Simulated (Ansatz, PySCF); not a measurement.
This PySCF input computes a CCSD(T)/cc-pVDZ energy:

```python
from pyscf import gto, scf, mp, cc as ccmod

mol = gto.M(
    atom='''
    B    -0.01382409   -0.01732877   -0.00217690
    F    -0.38360792    1.25570353    0.13149235
    F    -0.95870390   -0.93381623   -0.12135966
    O     1.28086830   -0.39323323   -0.01918118
    H     1.90298047    0.33552400    0.07313976
    ''',
    basis='cc-pvdz',
    charge=0,
    spin=0,
    verbose=4,
)

mf = scf.RHF(mol)
mf.conv_tol = 1e-10
mf.max_cycle = 100
mf.kernel()
mp2 = mp.MP2(mf, frozen=4).run()
cc = ccmod.CCSD(mf, frozen=4)
cc.max_cycle = 100
cc.kernel()
et = cc.ccsd_t()
print(f'E(CCSD(T)) = {cc.e_tot + et:.9f}')
```

Problem. Write an input for the same energy in Ansatz (a first-principles code) and say what it gives.

Solution. 
Ansatz 0.2 input:
```yaml
crystal:
  periodic: [false, false, false]
  atoms:
    - {symbol: B, position_ang: [-0.01382409, -0.01732877, -0.00217690]}
    - {symbol: F, position_ang: [-0.38360792, 1.25570353, 0.13149235]}
    - {symbol: F, position_ang: [-0.95870390, -0.93381623, -0.12135966]}
    - {symbol: O, position_ang: [1.28086830, -0.39323323, -0.01918118]}
    - {symbol: H, position_ang: [1.90298047, 0.33552400, 0.07313976]}
basis:
  gaussian:
    orbitals: cc-pVDZ
magnetization: {spin_polarized: false}
correlation: {method: ccsd_t, electrons: outside_noble_gas}
```
It gives -299.86746 Eh, and PySCF -299.86747 Eh, a difference of 0.01 mEh.
